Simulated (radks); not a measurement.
Task: The mean radii <r> (bohr) of the occupied orbitals of an atom or ion are listed with their occupations. Calculated with a radial shooting solver on a logarithmic mesh with Libxc functionals: Dirac Kohn-Sham, PBE, spin-unpolarised, spherical densities, finite nucleus; Fermi nuclear charge, rms radius of each element as measured or else 0.836 A^(1/3) + 0.57 fm.

orbital  occ.      <r>
1s1/2       2  0.02001
2s1/2       2  0.08431
2p1/2       2  0.07009
2p3/2       4  0.07748
3s1/2       2   0.2205
3p1/2       2   0.2103
3p3/2       4   0.2241
3d3/2       4   0.1973
3d5/2       6   0.2016
4s1/2       2   0.4934
4p1/2       2   0.5004
4p3/2       4   0.5303
4d3/2       4   0.5497
4d5/2       6   0.5596
5s1/2       2    1.073
4f5/2       6   0.6176
4f7/2       2   0.6232
5p1/2       2    1.137
5p3/2       1    1.194

Name the element and its charge.

Result: Z = 69, thulium, charge +10: Tm10+ in [Kr] 4d10 4f(5/2: 6, 7/2: 2) 5s2 5p(1/2: 2, 3/2: 1). The 1s radius gives Z: for a bare nucleus <r> = (2 gamma + 1)/(2Z) with gamma = sqrt(1 - (Z/c)^2), 0.01977 bohr for Z = 69, and screening makes it slightly larger (0.02001 here). The occupations add up to 59, and the charge is Z minus that.
